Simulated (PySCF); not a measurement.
# Computed properties of In(H)(Et)(NH2) (C₂H₈InN), SMILES C[CH2][InH][NH2]

In(H)(Et)(NH2) (C2H8InN), SMILES C[CH2][InH][NH2]. Geometry: PBE0-D3(BJ)/def2-SVP. The structure was generated by enumeration; whether it is a known compound was not checked. The def2 effective core potentials stand for the cores of In; spin–orbit coupling is left out. The values are those of a single conformer. All values are computed for the isolated molecule unless a solvent is named; none is compared with measurement here.

**Structure.** The optimised structure has Cs symmetry. All 30 harmonic modes at PBE0-D3(BJ)/def2-SVP (PySCF) are real, so it is a minimum. With heavy atoms numbered as in [InH:1]([CH2:3][CH3:4])[NH2:10], the shortest bond between them is C3–C4 at 1.523 Å and the longest In1–C3 at 2.170 Å.

**Vibrations.** The strongest infrared lines (harmonic, unscaled, degenerate partners summed) lie at 1797 cm⁻¹ (254 km/mol, H 99 %), 179 cm⁻¹ (171 km/mol, H 83 %, N 16 %), 670 cm⁻¹ (109 km/mol, H 82 %, N 17 %). The softest mode is at 53 cm⁻¹ and the zero-point energy is 59.6 kcal/mol.

**Electronic structure.** CAM-B3LYP/def2-TZVP (PySCF) places the frontier levels at -8.11 and 0.03 eV, a gap of 8.14 eV, and gives a dipole moment of 0.59 D and a mean polarisability of 70.0 bohr³. PBE/def2-TZVP (PySCF) at the same geometry gives -5.40 and -1.42 eV, so its gap is 4.16 eV narrower. An orbital gap is neither the optical nor the fundamental gap.

**Excitations.** TDA-PBE0/def2-SVPD (PySCF) has S1 at 5.18 eV (239 nm, f = 0.000, dark); the most intense of the 10 singlets computed lies at 7.31 eV (f = 0.33). T1 (TDA) is at 4.14 eV, 1.04 eV under S1. TDA-PBE/def2-SVPD (PySCF) puts S1 at 4.72 eV. No vertical singlet excitation falls in the visible range (under 3.1 eV).
